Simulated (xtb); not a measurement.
C3H5, SMILES [CH2]C=C (connectivity only; charge and spin as stated), charge +1, multiplicity 1. All values are semi-empirical tight-binding results from xtb (GFN2-xTB unless named), good for trends rather than for accurate numbers. Geometry: GFN2-xTB. The multiplicity is an assumed one; other spin states were not compared. The isomer is the one that the SMILES or the coordinates give; other isomers of the formula were not compared.

Computed properties:
The point group as xtb finds it is C2v and the orbital gap is 1.89 eV. The zero-point energy comes out as 39.7 kcal/mol and the G − E(el) at 298.15 K (modified RRHO) is 24.5 kcal/mol. The static polarisability (D4 model) is 34.3 bohr³. The solvation energy, GFN2-xTB/ALPB(water) is -63.3 kcal/mol and the solvation energy, GFN2-xTB/ALPB(acetone) is -54.5 kcal/mol.

Computed IR lines (harmonic; lines under 4 % of the strongest left out, lines within 3 cm⁻¹ merged):
ν (cm⁻¹): 276 (m), 883 (w), 995 (w), 1001 (m), 1306 (s), 1416 (w), 1539 (vs), 3021 (s), 3061 (m), 3071 (m) (against the strongest line: vs over 80 %, s over 45 %, m over 15 %, w over 4 %, vw less)
